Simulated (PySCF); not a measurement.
Ionisation energy of Bi⁺ by level of theory

Bi⁺ [Xe] 4f14 5d10 6s2 6p2 (3P) → Bi²⁺ [Xe] 4f14 5d10 6s2 6p1 (2P), as a difference of total energies. Calculation: PySCF 2.14, in aug-cc-pVDZ-PP with ECP60MDF; scalar relativity through the core potential. Correlated levels: valence: 5s2 5p6 5d10 frozen. The calculations carry no spin-orbit coupling.

```csv
method,ionisation energy (eV),difference from reference (eV)
UHF,15.300,-1.403
LDA,15.977,-0.726
PBE,15.765,-0.938
PBE0,15.821,-0.882
r2SCAN,15.905,-0.798
wB97X,15.543,-1.160
PBEsol,15.807,-0.896
r2SCAN0,15.951,-0.752
B3LYP,15.822,-0.881
ROHF,15.270,-1.433
MP2 (valence),15.491,-1.212
SCS-MP2 (valence),15.442,-1.261
```

Reference: 16.703 eV (measured; NIST Atomic Spectra Database, ionization energies).

Spin-orbit coupling is strong in these open shells (close to jj coupling). The scalar numbers leave it out and a first-order estimate fails, so it can dominate the gap to the real levels.

Errors of the correlated levels include the incompleteness of this basis and the frozen core.
